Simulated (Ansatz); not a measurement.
## triplet S: levels of theory in one basis

A single S atom.

Basis set: cc-pVTZ (spherical functions). Frozen core: 5 orbitals. Correlation on ROHF uses semicanonical orbitals with singles. Charge 0, multiplicity 3.

Computed with Ansatz (development build ahead of 0.2.0); each method stands on the lowest determinant of its kind that the runs found.

| method | E − E(ROHF) (eV) | <S²> of the determinant |
| --- | --- | --- |
| ROHF | 0.00 | 2.00 |
| UHF | -0.15 | 2.01 |
| ROHF-MP2 | -3.36 | – |
| UHF-MP2 | -3.32 | 2.01 |
| ROHF-CCSD | -3.94 | – |
| UHF-CCSD | -3.95 | 2.01 |
| ROHF-CCSD(T) | -4.07 | – |
| UHF-CCSD(T) | -4.07 | 2.01 |

Q: Is a single determinant a sound starting point here?

A: By this sign, yes. Unrestricted orbitals gain 0.15 eV and <S²> is 2.01 against 2.00 for a pure state.
